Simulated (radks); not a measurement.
Q: Tl+, configuration [Xe] 4f14 5d9.75 6s2 5f0.25 (fractional occupations, a model configuration). All-electron calculation, scalar-relativistic Kohn-Sham, PBEsol, spin-unpolarised, spherical densities, finite nucleus; Fermi nuclear charge, rms radius 5.4759 fm. Program: a radial shooting solver on a logarithmic mesh with Libxc functionals. Some entries of the table are withheld. Estimate them.

orbital,occ.,eigenvalue (eV),<r^2> (bohr^2),<r> (bohr)
1s,2,-85561.38,0.0003692,0.01633
2s,2,-15244.27,0.005609,0.06878
2p,6,-13119.89,0.004756,0.06236
3s,2,-3646.411,0.03610,0.1776
3p,6,-3034.641,0.03729,(1)
3d,10,-2399.052,0.03089,0.1625
4s,2,-821.4038,0.1732,0.3918
4p,6,-620.7524,0.1983,0.4177
4d,10,-385.1463,0.2234,0.4399
5s,2,-141.1497,0.8614,0.8766
4f,14,-124.3635,0.2629,0.4676
5p,6,-86.2587,1.143,1.006
5d,9.75,-25.3898,2.195,1.370
6s,2,-18.2652,6.144,2.334
5f,0.25,-1.7106,(2),11.91

A: 
(1) 3p <r> (bohr): 0.1793
(2) 5f <r^2> (bohr^2): 156.2
